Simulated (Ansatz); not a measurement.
Worked example: CHClF2 + C2H6CdO → CH2F2O + C2H5CdCl

Gas-phase species: CHClF2 `FC(F)Cl`, singlet; C2H6CdO `C[CH2][Cd][OH]`, singlet; CH2F2O `OC(F)F`, singlet; C2H5CdCl `C[CH2][Cd][Cl]`, singlet. The partners trade Cl for OH: C–Cl and Cd–OH bonds give way to C–OH and Cd–Cl.

Shapes, held fixed at every level: PBE0-D4/def2-TZVP. Flexible molecules stand in one conformer, not always the lowest. Programs: Ansatz 0.2.0. The zero-point and thermal change to 298 K, harmonic and unscaled (PBE0-D4/def2-TZVP), is +5.8 kJ/mol.

At CCSD(T)/def2-TZVPP; 1 Eh = 2625.50 kJ/mol:

| species | energy (Eh) |
| --- | --- |
| CHClF2 | -697.839238 |
| C2H6CdO | -322.368254 |
| CH2F2O | -313.862338 |
| C2H5CdCl | -706.407021 |

Work out ΔH(298 K) of the reaction at this level.


1. Products less reactants: (-313.862338) + (-706.407021) − [(-697.839238) + (-322.368254)] = -0.061867 Eh = -162.4 kJ/mol.
2. With the thermal change: -162.4 + (+5.8) = -156.6 kJ/mol.

Other levels give -180.1 (MP2/def2-SVP) to -154.8 kJ/mol (B3LYP-D4/def2-TZVPP). No measured value is set beside it here. For atoms past krypton def2 sets carry core potentials with scalar relativity. Outer-core shells of Cd are correlated, in sets that cover them unevenly.
